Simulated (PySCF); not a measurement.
A structure optimised at PBE0-D3(BJ)/def2-SVP, used in a PySCF frequency run:

```
Si
N 1 1.7352
H 2 1.0151 1 118.00
H 2 1.0151 3 109.93 1 -139.32
H 1 1.4944 2 108.95 3 52.04
H 1 1.4944 5 109.87 2 -119.30
Si 1 2.3490 5 108.24 6 -118.01
F 7 1.6259 1 107.89 5 -177.49
F 7 1.6259 8 105.93 1 -115.33
H 7 1.4899 8 107.10 9 -114.06
```

Question: Write its SMILES, formula and point group.

Answer: N[SiH2][SiH](F)F, F₂H₅NSi₂, Cs

Question: What are its rotational constants (standard atomic weights)?

Answer: 4.3919, 1.7782, 1.6517 GHz
